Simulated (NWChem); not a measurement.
System meant: SiAsH₄, doublet; SMILES [AsH][SiH3]

Input file for NWChem:

```
start job
memory heap 200 mb stack 900 mb global 1100 mb
geometry units angstroms noautoz
  Si     0.027158     1.527828     0.003364
  As     0.045566    -0.853782     0.010769
  H     -0.710991     2.066523     1.202551
  H      1.442876     2.035062     0.039560
  H     -0.644341     2.056976    -1.238666
  H     -1.501101    -0.855482    -0.016447
end
basis spherical
  Si library def2-svp
  As library def2-svp
  H library def2-svp
end
dft
  odft
  mult 3
  xc b3lyp
  iterations 150
  mulliken
end
task dft energy
```

End of the output:

```
 ==============================================================================
                                 internuclear angles
 ------------------------------------------------------------------------------
        center 1       |       center 2       |       center 3       |  degrees
 ------------------------------------------------------------------------------
    2 As               |   1 Si               |   3 H                |   111.01
    2 As               |   1 Si               |   4 H                |   109.26
    2 As               |   1 Si               |   5 H                |   110.91
    3 H                |   1 Si               |   4 H                |   108.73
    3 H                |   1 Si               |   5 H                |   108.16
    4 H                |   1 Si               |   5 H                |   108.70
    1 Si               |   2 As               |   6 H                |    89.62
 ------------------------------------------------------------------------------
                            number of included internuclear angles:          7
 ==============================================================================

 Summary of "ao basis" -> "" (spherical)
 ------------------------------------------------------------------------------
       Tag                 Description            Shells   Functions and Types
 ---------------- ------------------------------  ------  ---------------------
 Si                         def2-svp                 8       18   4s3p1d
 As                         def2-svp                12       32   5s4p3d
 H                          def2-svp                 3        5   2s1p

                                 NWChem DFT Module
                                 -----------------

 Summary of "ao basis" -> "ao basis" (spherical)
 ------------------------------------------------------------------------------
       Tag                 Description            Shells   Functions and Types
 ---------------- ------------------------------  ------  ---------------------
 Si                         def2-svp                 8       18   4s3p1d
 As                         def2-svp                12       32   5s4p3d
 H                          def2-svp                 3        5   2s1p

  number of electrons :                   51
  multiplicity        :                    3
 ------------------------------------------------------------------------
  no. of electrons and multiplicity not compatible                  51
 ------------------------------------------------------------------------
 ------------------------------------------------------------------------
  current input line :
    23: task dft energy
 ------------------------------------------------------------------------
 ------------------------------------------------------------------------
 There is an error in the input file
 ------------------------------------------------------------------------
 For more information see the NWChem manual at https://nwchemgit.github.io

0: no. of electrons and multiplicity not compatible:Received an Error in Communication
```

Question: Find the fault in this run and fix the input.

Answer: The program refused the input. Cause: the multiplicity doesn't fit the number of electrons (an even count wants an odd multiplicity, and the reverse). This input runs:
```
start job
memory heap 200 mb stack 900 mb global 1100 mb
geometry units angstroms noautoz
  Si     0.027158     1.527828     0.003364
  As     0.045566    -0.853782     0.010769
  H     -0.710991     2.066523     1.202551
  H      1.442876     2.035062     0.039560
  H     -0.644341     2.056976    -1.238666
  H     -1.501101    -0.855482    -0.016447
end
basis spherical
  Si library def2-svp
  As library def2-svp
  H library def2-svp
end
dft
  odft
  mult 2
  xc b3lyp
  iterations 150
  mulliken
end
task dft energy
```
It converges to -2527.43934 Ha (B3LYP/def2-SVP, spin-unrestricted).
